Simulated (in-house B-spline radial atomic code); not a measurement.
Values are calculated unless marked as measured or tabulated.
Building a PAW d channel for Co, r_c = 1.49 bohr

Co, [Ar] 3d7 4s2, non-relativistic PBE, spherical and spin-unpolarised, from an all-electron radial atomic-structure program (B-spline basis) (atomic units; all potentials screened as in the neutral atom).

Two all-electron partial waves φ1, φ2 are integrated outwards at E1 = ε(3d) = -0.312731 and E2 = E1 + 1 hartree; φ1 is the bound orbital and φ2 has unit norm inside r_c = 1.4883 bohr. Smooth partners are polynomials, r^3(a0 + a1 r² + a2 r⁴ + a3 r⁶), matched to φ and three derivatives at r_c, with no condition on the norm. The local potential is -10.8329 + (11.8889) r² + (-5.47531) r⁴ + (0.931447) r⁶ inside 1.2185 bohr and the all-electron one outside.

```
wave     φ(r_c)     φ'(r_c)         a0         a1          a2           a3
   1  0.5703489  -0.4806241   1.776978  -1.594725   0.5341638  -0.06371243
   2  0.4530257     2.34245  -1.905732   2.150748  -0.7583988   0.09203278
```

Inside r_c the overlaps are <φi φj> = [[0.80756, -0.77687], [-0.77687, 1.00000]] and, for the smooth waves, [[0.31559, -0.10909], [-0.10909, 0.10648]]. With χj = (Ej − T − V_local) applied to smooth wave j, the program's quadrature gives the matrix B_ij = <smooth i, χj> as [[-0.50064, 0.87960], [0.21182, -0.41676]].

Check the match of the first wave, and find the augmentation charges q_ij.

At r_c the four terms are 5.85806, -11.64497, 8.63988, -2.28265, which sum to 0.5703, φ1(r_c) to rounding. q_ij is the all-electron overlap less the smooth one: [[0.49197, -0.66778], [-0.66778, 0.89352]]. The smooth first wave has a norm of 0.3156 inside r_c against 0.8076, and q11 > 0 puts back the missing charge.

B isn't symmetric. Show that D_ij = B_ij + Ej q_ij is.

Integrating by parts gives B12 − B21 = (E1 − E2) q12: 0.87960 − (0.21182) = 0.66778, and −1 × (-0.66778) = 0.66778. So D12 = 0.87960 + (0.687269)(-0.66778) = 0.42065 and D21 = 0.21182 + (-0.312731)(-0.66778) = 0.42065; D11 = -0.65449, D22 = 0.19733. The projectors, p = (B⁻¹)ᵀ χ, are dual to the smooth waves; det B = 0.022.

Solving (T + V_local + Σ p D p) ψ = E (1 + Σ p q p) ψ in a sphere of 9 bohr gives these levels:

```
all-electron  one projector  two projectors
   -0.312730      -0.312729       -0.312729
    0.112445       0.114131        0.112447
    0.370183       0.380209        0.370187
    0.770961       0.801718        0.770962
    1.305700       1.376490        1.305830
```

What does the second projector gain?

With one projector the errors are 0.00, +1.69, +10.03, +30.76, +70.79 millihartree. With two the errors are 0.00, 0.00, 0.00, 0.00, +0.13 millihartree. The scattering is exact at E1 and at E2 = 0.687, and over all levels compared the largest error is 0.13 millihartree. The lowest eigenvalue of the overlap operator is 1 with one and 0.9343 with two projectors. The smooth orbital alone needs a cutoff of 28.6 hartree for 1 millihartree of kinetic energy, against 54.1 for a norm-conserving Troullier-Martins orbital of the same radius; part of the gain comes from giving up the norm, part from the simpler form.
